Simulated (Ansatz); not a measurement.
`NC[SiH2]S[SiH3]`, relaxed with RKS PBE-D4/def2-SVP in Ansatz 0.2.0 from a rough embedded geometry. The force threshold is 0.03 eV/Å; the program also tests the step.

Total charge 0; spin multiplicity 1.

Start:

```xyz
14

N    -0.949   -1.926    0.598
C    -0.281   -0.880    1.276
Si   -0.762    0.784    0.632
S    -0.644    0.834   -1.571
Si    1.456    0.975   -1.653
H    -1.961   -1.931    0.692
H    -0.781   -1.911   -0.438
H    -0.486   -0.914    2.312
H     0.769   -1.013    1.144
H     0.090    1.898    1.143
H    -2.190    1.101    0.984
H     1.833    0.929   -3.113
H     2.073   -0.198   -0.918
H     1.832    2.252   -1.089
```

| step | energy (eV) | largest force (eV/Å) | largest move (Å) |
| --- | --- | --- | --- |
| 1 | -29238.5797 | 2.404 | 0.000 |
| 2 | -29238.8553 | 0.851 | 0.151 |
| 3 | -29238.8976 | 0.209 | 0.052 |
| 4 | -29238.9018 | 0.082 | 0.023 |
| 5 | -29238.9030 | 0.024 | 0.031 |

End:

```xyz
14

N    -0.992   -2.012    0.603
C    -0.295   -0.913    1.277
Si   -0.797    0.820    0.646
S    -0.638    0.840   -1.529
Si    1.512    1.002   -1.706
H    -2.004   -1.951    0.784
H    -0.896   -1.898   -0.417
H    -0.479   -0.965    2.373
H     0.804   -1.043    1.159
H     0.008    1.961    1.222
H    -2.263    1.049    0.899
H     1.814    0.933   -3.175
H     2.215   -0.125   -0.997
H     2.009    2.303   -1.138
```

It took 16 s on 2 threads of an AMD EPYC 7R13 on a shared host, with 0.21 GiB of host memory at the peak.
